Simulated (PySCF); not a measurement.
Isomers of C8H10OSi.

All values: PBE0/pcSseg-1 (PySCF) at GFN2-xTB geometries, gas phase, one conformer each.

(1) Rank by the highest Hirshfeld charge on any atom, lowest value first.
A. `[CH2:1]=[C:2]1[C:3](=[CH2:4])[C:5]([CH2:6][SiH3:7])=[C:8]1[CH:9]=[O:10]` with C3–C5–C6–Si7 91°, C5–C8–C9–O10 4°
B. `[CH2:1]=[C:2]1[C:3](=[CH2:4])[C:5]([CH2:6][CH:7]=[O:8])=[C:9]1[SiH3:10]` with C3–C5–C6–C7 -92°, C5–C6–C7–O8 114°
C. `[CH:1]1=[CH:2][CH2:3][SiH:4]([c:5]2[cH:6][cH:7][cH:8][o:9]2)[CH2:10]1` with C3–Si4–C5–C6 -38°
D. `CC(=O)C#CC1=C[SiH2][C@H]1C`
E. `[CH2:1]=[CH:2][c:3]1[cH:4][cH:5][cH:6][cH:7][c:8]1[O:9][SiH3:10]` with C1–C2–C3–C4 14°, C7–C8–O9–Si10 -5°

(2) Rank by LUMO energy, lowest first.
A. `[CH:1]1=[CH:2][CH2:3][SiH:4]([c:5]2[cH:6][cH:7][cH:8][o:9]2)[CH2:10]1` with C3–Si4–C5–C6 -38°
B. `[CH2:1]=[CH:2][c:3]1[cH:4][cH:5][cH:6][cH:7][c:8]1[O:9][SiH3:10]` with C1–C2–C3–C4 14°, C7–C8–O9–Si10 -5°
C. `[CH2:1]=[C:2]1[C:3](=[CH2:4])[C:5]([CH2:6][CH:7]=[O:8])=[C:9]1[SiH3:10]` with C3–C5–C6–C7 -92°, C5–C6–C7–O8 114°
D. `CC(=O)C#CC1=C[SiH2][C@H]1C`
E. `[CH:1]1=[CH:2][C@H:3]([c:4]2[cH:5][cH:6][cH:7][o:8]2)[SiH2:9][CH2:10]1` with C2–C3–C4–C5 -36°

(3) Rank by dipole moment, lowest first.
A. `CC(=O)C#CC1=C[SiH2][C@H]1C`
B. `[CH2:1]=[C:2]1[C:3](=[CH2:4])[C:5]([CH2:6][SiH3:7])=[C:8]1[CH:9]=[O:10]` with C3–C5–C6–Si7 91°, C5–C8–C9–O10 4°
C. `[CH2:1]=[CH:2][c:3]1[cH:4][cH:5][cH:6][cH:7][c:8]1[O:9][SiH3:10]` with C1–C2–C3–C4 14°, C7–C8–O9–Si10 -5°
D. `[CH2:1]=[C:2]1[C:3](=[CH2:4])[C:5]([CH2:6][CH:7]=[O:8])=[C:9]1[SiH3:10]` with C3–C5–C6–C7 -92°, C5–C6–C7–O8 114°

## Answers

(1) B (+0.312 e), A (+0.335 e), D (+0.349 e), C (+0.371 e), E (+0.394 e).

(2) D (-2.28 eV), C (-1.67 eV), B (-1.03 eV), A (-0.20 eV), E (0.27 eV).

(3) C (0.98 D), D (2.20 D), B (2.71 D), A (3.43 D).

All values together:

| SMILES | μ (D) | HOMO (eV) | LUMO (eV) | lowest IAO charge (e) | highest IAO charge (e) | lowest Hirshfeld charge (e) | highest Hirshfeld charge (e) |
| --- | --- | --- | --- | --- | --- | --- | --- |
| CC(=O)C#CC1=C[SiH2][C@H]1C | 3.43 | -7.43 | -2.28 | -0.471 (C) | +0.735 (Si) | -0.228 (O) | +0.349 (Si) |
| C=Cc1ccccc1O[SiH3] | 0.98 | -6.38 | -1.03 | -0.587 (O) | +0.868 (Si) | -0.180 (O) | +0.394 (Si) |
| C1=C[C@H](c2ccco2)[SiH2]C1 | 0.95 | -6.06 | 0.27 | -0.550 (C) | +0.757 (Si) | -0.162 (C) | +0.352 (Si) |
| C=C1C(=C)C(CC=O)=C1[SiH3] | 2.20 | -6.82 | -1.67 | -0.371 (O) | +0.586 (Si) | -0.217 (O) | +0.312 (Si) |
| C=C1C(=C)C(C[SiH3])=C1C=O | 2.71 | -6.71 | -2.39 | -0.542 (C) | +0.630 (Si) | -0.233 (O) | +0.335 (Si) |
| C1=CC[SiH](c2ccco2)C1 | 0.86 | -6.61 | -0.20 | -0.555 (C) | +0.901 (Si) | -0.166 (C) | +0.371 (Si) |

Conformers: `[CH2:1]=[CH:2][c:3]1[cH:4][cH:5][cH:6][cH:7][c:8]1[O:9][SiH3:10]` with C1–C2–C3–C4 14°, C7–C8–O9–Si10 -5°; `[CH:1]1=[CH:2][C@H:3]([c:4]2[cH:5][cH:6][cH:7][o:8]2)[SiH2:9][CH2:10]1` with C2–C3–C4–C5 -36°; `[CH2:1]=[C:2]1[C:3](=[CH2:4])[C:5]([CH2:6][CH:7]=[O:8])=[C:9]1[SiH3:10]` with C3–C5–C6–C7 -92°, C5–C6–C7–O8 114°; `[CH2:1]=[C:2]1[C:3](=[CH2:4])[C:5]([CH2:6][SiH3:7])=[C:8]1[CH:9]=[O:10]` with C3–C5–C6–Si7 91°, C5–C8–C9–O10 4°; `[CH:1]1=[CH:2][CH2:3][SiH:4]([c:5]2[cH:6][cH:7][cH:8][o:9]2)[CH2:10]1` with C3–Si4–C5–C6 -38°.
